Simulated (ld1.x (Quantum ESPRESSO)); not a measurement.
**Pseudopotential generation for H: PAW, PBE, scalar-relativistic.**

H (Z = 1), PAW, made with ld1.x (Quantum ESPRESSO) 7.5 (PBE, scalar-relativistic). Core none, reference 1s1. Waves: 1s (bound): rcut 1.10, rcutus 1.35 bohr; 1s channel at 0.35 Ry: rcut 1.10, rcutus 1.35 bohr; 2p channel at -0.15 Ry: rcut 0.75, rcutus 1.00 bohr; 2p channel at 1 Ry: rcut 0.75, rcutus 1.00 bohr. Local part: all-electron potential smoothed inside 0.80 bohr (lloc = -1). Core correction: none. Augmentation charge: PSQ, inside the norm-conserving radii.

All-electron outer shells of the reference configuration (PBE, scalar-relativistic, ld1.x):

```tsv
shell	level (eV)	outermost node (bohr)	outermost maximum (bohr)
1s	-6.49	–	1.03
```

Results:

```json
{"Cutoffs needed": "12 Ry and 21 Ry (the cutoffs (Ry, on a coarse ladder) from which the occupation-weighted sum of valence levels, in a spherical-Bessel basis at the reference potential, stays within 10 and 1 mRy of its value at 400 Ry)", "Ghost test": "no extra level below or beside the all-electron valence levels (s, p, d, f tested) (spherical-Bessel basis up to 400 Ry, 20 bohr box)", "Lowest eigenvalue of the overlap operator": "0.93 (p channel)", "Density cutoff estimated by the generator": "443 Ry"}
```

Generation and tests took about 1.7 s on one core of a shared server CPU.
